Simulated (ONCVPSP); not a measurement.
# How hard is this Ni (Z = 28) ONCV potential?

nickel, optimised norm-conserving Vanderbilt (ONCV), made with ONCVPSP 4.0.1 (PBE, fully relativistic). Core [Ne], reference 3s2 3p6 3d8 4s1 (charge +1). Waves: 3s+4s: rc 1.45 bohr, ncon 3, nbas 6, qcut 9.8 1/bohr, 2 projectors; 3p: rc 1.10 bohr, ncon 4, nbas 8, qcut 10.3 1/bohr, 2 projectors, debl 1.1 Ha; 3d: rc 1.10 bohr, ncon 4, nbas 9, qcut 12.7 1/bohr, local. Local part: the d channel. Core correction: Teter function, fcfact 5, rcfact 1.25.

Open shells are filled in proportion to 2j + 1.

In the p channel the program set the typed energies aside and used -2.931, 0.250 Ha (j = l + 1/2; the other j can differ).

Q: For each optimised wave give the share of its norm inside rc, the residual kinetic energy above qcut (Ha) and the cutoffs (Ha) for errors of 10, 1, 0.1 and 0.01 mHa per electron.

A:

| wave | norm inside rc | residual KE | 10 mHa | 1 mHa | 0.1 mHa | 0.01 mHa |
| --- | --- | --- | --- | --- | --- | --- |
| 3s | 0.981 | 6.2e-08 | 11.3 | 21.6 | 31.6 | 37.6 |
| 4s | 0.089 | 5.5e-08 | 8.7 | 17.3 | 30.7 | 37.5 |
| 3p j=3/2 | 0.851 | 9.9e-06 | 32.0 | 40.3 | 46.9 | 53.5 |
| p projector 2 j=3/2 | 0.019 | 7.9e-07 | 20.8 | 30.9 | 39.4 | 46.2 |
| 3p j=1/2 | 0.858 | 1.4e-05 | 32.6 | 40.9 | 47.6 | 54.8 |
| p projector 2 j=1/2 | 0.019 | 1.1e-06 | 21.3 | 31.6 | 40.2 | 47.1 |
| 3d j=5/2 | 0.672 | 6.7e-05 | 59.7 | 69.8 | 78.6 | 234.0 |
| 3d j=3/2 | 0.677 | 6.8e-05 | 59.8 | 69.8 | 78.8 | 234.8 |

The occupied waves need 70 Ha and 79 Ha for 1 and 0.1 mHa.
